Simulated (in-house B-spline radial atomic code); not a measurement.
**LDA exchange-only excitations of Se⁶⁺**

Method: LDA exchange-only. Computed with a B-spline radial code for spherical atoms: linear response of the closed shell [Ar] 3d10 with the functional's adiabatic kernel; scalar-relativistic (spin-free one-electron X2C), finite nucleus, no spin-orbit coupling, no double excitations, S, P, D and F terms only. Only terms of natural parity with L up to 3 were computed.

Command:
```bash
python run_td.py task.json out
```
Settings (radii: box in bohr, nucleus in fm):
```
Z                        34
electrons                28
configuration            [Ar] 3d10
hamiltonian              x2c
method                   lda,
box_radius               14.35
rms_radius               4.14
intervals                70
```

Time taken, with all properties: 0.8 s on 1 thread of Intel(R) Xeon(R) 6975P-C (Granite Rapids), on a shared host.

The lowest states, in the order of their Tamm-Dancoff energies; the method's threshold (minus the highest occupied level) is 138.03 eV. Labels give the largest channel, * marks a mixed state, and oscillator strengths are full-response dipole values. Semilocal kernels can invert the small singlet-triplet splittings of Rydberg terms. Energies in eV:

```tsv
state	full response	Tamm-Dancoff	oscillator strength
3d → 4s 3D	49.16	49.17	-
3d → 4s 1D	50.01	50.02	-
3d → 4p 3P	64.04	64.06	-
3d → 4p 3F	64.41	64.42	-
3d → 4p 1F	65.04	65.04	-
3d → 4p 1P	66.18	66.27	0.556
3d → 4d 3S	85.91	85.96	-
3d → 4d 3D	87.24	87.25	-
3d → 4d 1D	88.04	88.06	-
3d → 4d 1S	93.21	93.96	-
3d → 5s 3D	95.66	95.66	-
3d → 5s 1D	95.87	95.88	-
3d → 5p 3P	101.06	101.07	-
3d → 5p 3F	101.17	101.17	-
3d → 5p 1F	101.35	101.35	-
3d → 5p 1P	101.64	101.66	0.0519
3d → 4f 3P	?	?	-
3d → 4f 3F	104.85	104.85	-
3d → 4f 1F	104.99	104.99	-
3d → 4f 1P	?	?	?
3d → 5d 3S	109.29	109.31	-
3d → 5d 3D	109.71	109.71	-
```

Problem. Where does 3d → 4f 1P lie?

Solution. At 105.60 eV in full response, 105.65 eV in Tamm-Dancoff, oscillator strength 0.81.

Problem. Where does 3d → 4f 3P lie?

Solution. At 104.59 eV in full response, 104.59 eV in Tamm-Dancoff.

Problem. How large is the singlet-triplet splitting of 3d → 4s (D terms) in Tamm-Dancoff?

Solution. 0.852 eV, from the unrounded values.

Problem. What polarisabilities and dispersion coefficient does the method give?

Solution. Dipole 0.3951 bohr³, quadrupole 0.3802 bohr⁵, C6 0.5811 hartree·bohr⁶ for two such species.
